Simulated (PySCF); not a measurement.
A structure optimised at PBE-D3(BJ)/def2-SVP, used in a PySCF frequency run:

```xyz
15

C      2.6275    -0.5397     0.0122
C      1.1332    -0.3804    -0.0870
N      0.4459    -1.2610    -0.7245
C     -0.9997    -1.1651    -0.8574
Si    -1.8201     0.3863     0.0026
Si     0.2504     1.1456     0.7426
H      2.9455    -0.5906     1.0754
H      2.9528    -1.4584    -0.5140
H      3.1443     0.3402    -0.4269
H     -1.4459    -2.1038    -0.4604
H     -1.2480    -1.1771    -1.9419
H     -2.7874    -0.0053     1.0867
H     -2.5218     1.2823    -0.9817
H      0.4900     1.1637     2.2296
H      0.7584     2.4409     0.1654
```

Task: Write its SMILES and formula.

Result: CC1=NC[SiH2][SiH2]1, C₃H₉NSi₂

Task: What are its rotational constants (standard atomic weights)?

Result: 3.5716, 1.8804, 1.2896 GHz
